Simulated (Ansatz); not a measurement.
C$_{3}$H$_{7}$BN$_{2}$ (`BC=C(N)C=N`) at its PBE0-D4/def2-TZVP geometry, where that method's forces vanish. Total charge 0; spin multiplicity 1.

```xyz
13

B    -1.2932    1.7340   -0.1614
C    -0.3567    0.6567   -0.6223
C     0.1115   -0.3614    0.1691
N    -0.2715   -0.5828    1.4390
C     1.0937   -1.3679   -0.3240
N     1.8705   -1.2567   -1.3102
H    -1.6919    1.7713    0.9766
H    -1.6700    2.5936   -0.9038
H    -0.0076    0.6336   -1.6509
H     0.2143   -1.2483    2.0117
H    -0.8894    0.0733    1.8859
H     1.1454   -2.2948    0.2581
H     1.7450   -0.3507   -1.7678
```

Task: What forces (eV/Å) does ωB97M-V/def2-TZVPP give on these atoms in the Gaussian-basis code of Ansatz? (Best estimate.)

Result: The calculation gave: 
```
B1  -0.094  0.103  0.065
C2   0.079 -0.097 -0.064
C3  -0.153  0.319 -0.200
N4  -0.064 -0.012  0.224
C5   0.179 -0.287 -0.011
N6  -0.022  0.071 -0.017
H7   0.048 -0.006 -0.129
H8   0.045 -0.104  0.091
H9  -0.028  0.002  0.077
H10 -0.021  0.024 -0.014
H11  0.034 -0.045 -0.006
H12 -0.009  0.080 -0.054
H13  0.005 -0.049  0.039
```
